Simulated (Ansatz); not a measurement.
A nudged elastic band was laid between two geometries of C₂H₅GaOS (10 atoms, charge 0, multiplicity 1).

The calculation used RKS PBE-D4/def2-SVP in Ansatz 0.2.0.

- movable images: 9
- climbing image: yes
- spring: 5.0 eV/Å²
- optimiser: fire
- start path: through a guess of the saddle point
- force threshold: 0.05 eV/Å
- iteration limit: 60
- end points: relaxed
- largest step: 0.02 Å

Image 0:

```xyz
10
Properties=species:S:1:pos:R:3
O 0.182 0.801 1.051
C 0.385 -0.418 1.062
C 0.183 -1.316 -0.105
S -0.410 -0.544 -1.640
Ga -0.501 1.628 -0.783
H 0.748 -0.883 2.014
H 1.157 -1.844 -0.256
H -0.505 -2.124 0.245
H -1.945 2.138 -0.398
H 0.705 2.563 -1.191
```

Image 10:

```xyz
10
Properties=species:S:1:pos:R:3
O 0.263 0.393 1.100
C 0.480 -0.928 1.103
C 0.177 -1.490 -0.219
S -0.426 -0.513 -1.674
Ga -0.463 1.553 -0.698
H 0.468 0.770 1.982
H 1.110 -2.041 -0.496
H -0.539 -2.320 -0.002
H -1.853 2.078 -0.154
H 0.782 2.499 -0.942
```

Question: Which bonds break or form, and what moves?

Answer: Bonds broken: C2–H6. Bonds formed: O1–H6.

Question: What energy profile does the band end with?

Answer: The forces met the threshold. The highest image is number 6 of 0 to 10, 338.7 kJ/mol above the first end and 89.5 kJ/mol above the last; the last end lies 249.2 kJ/mol above the first. Another band between the same ends (9 images) ends at a top of the same energy, where a vibrational analysis finds 2 clearly imaginary modes. The orbitals stay closed-shell, which can raise the energy where a bond breaks towards radicals; this wasn't checked here.

```json
{"image": "0", "path coordinate (Å)": "0.00", "energy (kJ/mol)": "0.0", "C2–H6 (Å)": "1.12", "O1–H6 (Å)": "2.02"}
{"image": "1", "path coordinate (Å)": "0.22", "energy (kJ/mol)": "7.2", "C2–H6 (Å)": "1.12", "O1–H6 (Å)": "1.97"}
{"image": "2", "path coordinate (Å)": "0.45", "energy (kJ/mol)": "32.1", "C2–H6 (Å)": "1.12", "O1–H6 (Å)": "1.88"}
{"image": "3", "path coordinate (Å)": "0.67", "energy (kJ/mol)": "83.0", "C2–H6 (Å)": "1.12", "O1–H6 (Å)": "1.75"}
{"image": "4", "path coordinate (Å)": "0.90", "energy (kJ/mol)": "171.6", "C2–H6 (Å)": "1.14", "O1–H6 (Å)": "1.57"}
{"image": "5", "path coordinate (Å)": "1.12", "energy (kJ/mol)": "283.8", "C2–H6 (Å)": "1.21", "O1–H6 (Å)": "1.36"}
{"image": "6", "path coordinate (Å)": "1.35", "energy (kJ/mol)": "338.7", "C2–H6 (Å)": "1.35", "O1–H6 (Å)": "1.14"}
{"image": "7", "path coordinate (Å)": "1.55", "energy (kJ/mol)": "309.7", "C2–H6 (Å)": "1.53", "O1–H6 (Å)": "1.02"}
{"image": "8", "path coordinate (Å)": "1.76", "energy (kJ/mol)": "270.8", "C2–H6 (Å)": "1.71", "O1–H6 (Å)": "0.98"}
{"image": "9", "path coordinate (Å)": "1.98", "energy (kJ/mol)": "252.4", "C2–H6 (Å)": "1.86", "O1–H6 (Å)": "0.98"}
{"image": "10", "path coordinate (Å)": "2.20", "energy (kJ/mol)": "249.2", "C2–H6 (Å)": "1.91", "O1–H6 (Å)": "0.98"}
```

Question: What is the geometry of the highest image?

Answer: 
```xyz
10
Properties=species:S:1:pos:R:3
O 0.231 0.568 1.084
C 0.442 -0.753 1.073
C 0.181 -1.457 -0.189
S -0.416 -0.507 -1.642
Ga -0.480 1.615 -0.722
H 0.598 0.137 2.075
H 1.130 -1.996 -0.425
H -0.530 -2.278 0.072
H -1.904 2.122 -0.264
H 0.748 2.549 -1.063
```

Time of the run: 5.5 min on 2 threads of Intel(R) Xeon(R) 6975P-C (Granite Rapids), on a shared host, peak memory 0.22 GiB.
